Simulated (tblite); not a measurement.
C₂H₅B₂F₅N (charge -1).
Bonds: B1–N2, N2–B3, B3–C4, C4–F5, C4–F6, C4–C7, C7–F8, C7–F9, C7–F10. Hydrogens: H11, H12 on B1; H13 on N2; H14, H15 on B3.

Computed with GFN2-xTB (tblite), gas phase: L-BFGS steps from a force-field or distance-geometry start until the largest atomic force falls under 0.01 eV/Å.

Step 16: E = -984.4816 eV
```
atom  x, y, z in Å  |  force x, y, z in eV/Å
B1      2.8991   -0.1178    0.1208    0.473  -0.151  -0.469
N2      1.6233   -0.4707   -0.2613    0.605  -0.484   0.193
B3      0.3796    0.2068    0.2453   -0.559   0.012   0.442
C4     -0.9931   -0.0470   -0.6812   -1.115   0.129   0.382
F5     -1.2446   -1.3691   -1.0162    0.413   0.061  -0.491
F6     -1.2349    0.6972   -1.8246    0.431  -0.321  -0.303
C7     -2.2474    0.2856    0.1502   -0.336   0.279   0.625
F8     -2.2489    1.5465    0.5969    0.019   0.379  -0.170
F9     -2.3903   -0.4489    1.2603    0.069  -0.386   0.009
F10    -3.4638    0.1488   -0.4778    0.673  -0.012  -0.097
H11     3.7933   -0.9786    0.3441   -0.758   0.871  -0.377
H12     3.1140    1.0607    0.1000    0.255  -0.459   0.376
H13     1.4308   -1.4606   -0.3486    0.082  -0.049  -0.100
H14     0.4924    1.3524    0.5285    0.019   0.217  -0.402
H15     0.0864   -0.3973    1.2418   -0.270  -0.085   0.381
```

Step 17: E = -984.6090 eV
```
atom  x, y, z in Å  |  force x, y, z in eV/Å
B1      2.9054   -0.1295    0.1209    0.289   0.289  -0.497
N2      1.6365   -0.4830   -0.2581   -0.071  -0.246   0.297
B3      0.3873    0.2059    0.2601   -0.652  -0.033   0.209
C4     -1.0053   -0.0452   -0.6751   -0.642   0.100   0.385
F5     -1.2297   -1.3719   -1.0211    0.255   0.232  -0.351
F6     -1.2185    0.6928   -1.8313    0.297  -0.358  -0.072
C7     -2.2567    0.2950    0.1679   -0.047   0.052   0.089
F8     -2.2523    1.5671    0.5881   -0.035   0.041   0.001
F9     -2.3924   -0.4648    1.2650    0.019   0.003  -0.067
F10    -3.4589    0.1516   -0.4789    0.495   0.018   0.014
H11     3.7707   -0.9465    0.3148   -0.176   0.284  -0.221
H12     3.1156    1.0410    0.1155    0.260  -0.222   0.364
H13     1.4458   -1.4701   -0.3496    0.004  -0.141  -0.102
H14     0.4803    1.3728    0.5081    0.088  -0.097  -0.320
H15     0.0680   -0.4073    1.2519   -0.085   0.077   0.270
```

Step 18: E = -984.6772 eV
```
atom  x, y, z in Å  |  force x, y, z in eV/Å
B1      2.9143   -0.1338    0.1158    0.028   0.249  -0.481
N2      1.6417   -0.5036   -0.2306   -0.324   0.064   0.330
B3      0.3768    0.2090    0.2671   -0.451  -0.142   0.111
C4     -1.0243   -0.0386   -0.6681    0.018  -0.001   0.232
F5     -1.2096   -1.3696   -1.0242    0.060   0.309  -0.260
F6     -1.2048    0.6914   -1.8368    0.144  -0.354   0.074
C7     -2.2653    0.3017    0.1774    0.148  -0.069  -0.197
F8     -2.2551    1.5799    0.5831   -0.090  -0.127   0.116
F9     -2.3911   -0.4765    1.2636   -0.052   0.204  -0.052
F10    -3.4518    0.1530   -0.4808    0.198   0.038   0.029
H11     3.7879   -0.9361    0.2468   -0.011   0.131  -0.142
H12     3.0987    1.0312    0.1577    0.311  -0.047   0.306
H13     1.4607   -1.4898   -0.3309   -0.072  -0.170  -0.105
H14     0.4732    1.3874    0.4794    0.118  -0.239  -0.245
H15     0.0444   -0.3978    1.2586   -0.024   0.155   0.284
```

Step 19: E = -984.7225 eV
```
atom  x, y, z in Å  |  force x, y, z in eV/Å
B1      2.9196   -0.1337    0.1032   -0.144   0.109  -0.376
N2      1.6404   -0.5187   -0.2023   -0.389   0.168   0.267
B3      0.3610    0.2093    0.2736   -0.171  -0.185   0.086
C4     -1.0357   -0.0337   -0.6593    0.476  -0.090  -0.009
F5     -1.1941   -1.3618   -1.0301   -0.072   0.215  -0.176
F6     -1.1934    0.6848   -1.8388    0.060  -0.253   0.129
C7     -2.2681    0.3047    0.1792    0.175  -0.068  -0.204
F8     -2.2593    1.5845    0.5817   -0.084  -0.147   0.164
F9     -2.3912   -0.4796    1.2600   -0.081   0.225   0.023
F10    -3.4440    0.1550   -0.4808   -0.077   0.022  -0.066
H11     3.8045   -0.9280    0.1900    0.000   0.109  -0.134
H12     3.0896    1.0248    0.1966    0.322   0.063   0.234
H13     1.4705   -1.5070   -0.3165   -0.109  -0.072  -0.088
H14     0.4702    1.3933    0.4533    0.112  -0.286  -0.169
H15     0.0257   -0.3860    1.2683   -0.017   0.189   0.317
```

Task: Estimate the geometry and energy of step 20. (The exact step hangs on the optimiser's Hessian estimate; all steps are aligned on step 19, rigid shifts and turns removed.)

Result: E = -984.7650 eV, largest force 0.693 eV/Å
```
atom  x, y, z in Å  |  force x, y, z in eV/Å
B1      2.9216   -0.1322    0.0828   -0.339   0.037  -0.193
N2      1.6330   -0.5318   -0.1709   -0.268   0.174   0.140
B3      0.3435    0.2060    0.2836    0.124  -0.167   0.095
C4     -1.0366   -0.0310   -0.6504    0.641  -0.152  -0.216
F5     -1.1809   -1.3498   -1.0404   -0.155  -0.027  -0.084
F6     -1.1808    0.6722   -1.8384    0.037  -0.049   0.102
C7     -2.2668    0.3066    0.1773    0.104  -0.032  -0.106
F8     -2.2658    1.5852    0.5832   -0.028  -0.097   0.168
F9     -2.3936   -0.4774    1.2563   -0.082   0.161   0.105
F10    -3.4374    0.1579   -0.4812   -0.251  -0.014  -0.193
H11     3.8169   -0.9153    0.1332    0.005   0.062  -0.158
H12     3.0887    1.0187    0.2385    0.283   0.102   0.135
H13     1.4780   -1.5231   -0.3052   -0.145   0.072  -0.055
H14     0.4692    1.3940    0.4242    0.096  -0.290  -0.069
H15     0.0067   -0.3722    1.2856   -0.022   0.219   0.330
```

The energy changes by -0.0424 eV. The first-order estimate −F·Δx gives -0.0596 eV and the mean of the old and new forces, exact on a quadratic surface, -0.0424 eV. The step makes an angle of 62° with the force vector and moves no atom by more than 0.059 Å.

The cost below is that of the whole relaxation. On one thread, Arm Neoverse N1 (aarch64), no GPU (shared host), this took 1.2 s wall.
